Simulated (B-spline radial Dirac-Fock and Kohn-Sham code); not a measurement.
**X-ray emission lines of Sm**

System: the Sm atom, [Xe] 4f8 (not the ground configuration).

Level of theory: ΔSCF Dirac-Fock with Breit, self-energy and vacuum polarisation, finite nucleus, configuration average; a radial B-spline solver. A line energy is the difference of two single-hole energies; the list is a selection of electric-dipole transitions between resolved j subshells. No correlation.

```csv
line,energy (keV),wavelength (Å)
K-N3,46.576,0.26619
K-N2,46.550,0.26635
K-M3,45.414,0.27301
K-M2,45.291,0.27375
K-L3,40.118,0.30905
K-L2,39.522,0.31371
L1-O3,7.7127,1.6075
L1-N3,7.4843,1.6566
L1-N2,7.4578,1.6625
L2-N4,7.1736,1.7283
L2-N1,6.9566,1.7823
L3-O1,6.6643,1.8604
L3-N5,6.5824,1.8836
L3-N4,6.5778,1.8849
L3-N1,6.3608,1.9492
L1-M3,6.3216,1.9613
L2-M4,6.2072,1.9974
L1-M2,6.1988,2.0001
L3-M5,5.6373,2.1993
L3-M4,5.6114,2.2095
L2-M1,5.5852,2.2199
L3-M1,4.9894,2.4850
M3-N5,1.2862,9.6396
M5-N3,0.8216,15.090
M4-N2,0.8211,15.101
```

Values without a named source are computed, but for edge energies of neutral atoms, which are taken from tables.
